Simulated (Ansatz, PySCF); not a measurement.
Gas-phase reaction (SMILES): O[Si](O)(O)S [thiosilicic acid] + O (H2O) -> O[Si](O)(O)O [silicic acid] + S (H2S); water cleaves one Si-S bond, a model of a ligand-exchange step.

Each molecule is optimised on its own at B3LYP-D3(BJ)/def2-TZVP (Ansatz, a first-principles code), one conformer each, not searched for the lowest. Correlated levels leave the core frozen unless marked. Spin-orbit coupling is left out. No relativistic terms. Basis-set limits of correlation are two-point, X^-3; Hartree-Fock from the larger set. The bracket is a focal-point correction in the basis named. Thermal terms are rigid-rotor harmonic-oscillator values from B3LYP-D3(BJ) frequencies (Ansatz or PySCF) at 298.15 K and 1 atm. 1 Eh = 627.5095 kcal/mol.

```json
[
 {"species": "O[Si](O)(O)S", "E, RI-MP2/CBS(aug-cc-pV(T+d)Z,aug-cc-pV(Q+d)Z)+[CCSD(T)-MP2]/aug-cc-pV(T+d)Z (Ansatz) (Eh)": "-914.97983", "E, r2SCAN-D4/def2-TZVPD (Ansatz + dftd4) (Eh)": "-915.93507", "H - E (Eh)": "0.06153"},
 {"species": "O (H2O)", "E, RI-MP2/CBS(aug-cc-pV(T+d)Z,aug-cc-pV(Q+d)Z)+[CCSD(T)-MP2]/aug-cc-pV(T+d)Z (Ansatz) (Eh)": "-76.37791", "E, r2SCAN-D4/def2-TZVPD (Ansatz + dftd4) (Eh)": "-76.42298", "H - E (Eh)": "0.02495"},
 {"species": "O[Si](O)(O)O", "E, RI-MP2/CBS(aug-cc-pV(T+d)Z,aug-cc-pV(Q+d)Z)+[CCSD(T)-MP2]/aug-cc-pV(T+d)Z (Ansatz) (Eh)": "-592.40587", "E, r2SCAN-D4/def2-TZVPD (Ansatz + dftd4) (Eh)": "-593.00160", "H - E (Eh)": "0.06559"},
 {"species": "S (H2S)", "E, RI-MP2/CBS(aug-cc-pV(T+d)Z,aug-cc-pV(Q+d)Z)+[CCSD(T)-MP2]/aug-cc-pV(T+d)Z (Ansatz) (Eh)": "-398.97028", "E, r2SCAN-D4/def2-TZVPD (Ansatz + dftd4) (Eh)": "-399.37410", "H - E (Eh)": "0.01881"}
]
```

Work out ΔE and ΔH at 298.15 K at the first level, then ΔH at the second.


1. ΔE = [(-592.40587) + (-398.97028)] - [(-914.97983) + (-76.37791)] = -0.01841 Eh = -11.6 kcal/mol at RI-MP2/CBS(aug-cc-pV(T+d)Z,aug-cc-pV(Q+d)Z)+[CCSD(T)-MP2]/aug-cc-pV(T+d)Z.
2. The terms H - E add up to -0.00208 Eh, so ΔH = (-0.01841 + (-0.00208))×627.5095 = -12.9 kcal/mol.
3. At r2SCAN-D4/def2-TZVPD the same steps give ΔE = -11.1 and ΔH = -12.4 kcal/mol, a shift of +0.5 from the first level.
4. These values are not checked against measurement here, since the tables used lack a sound gas-phase enthalpy of formation for at least one species.
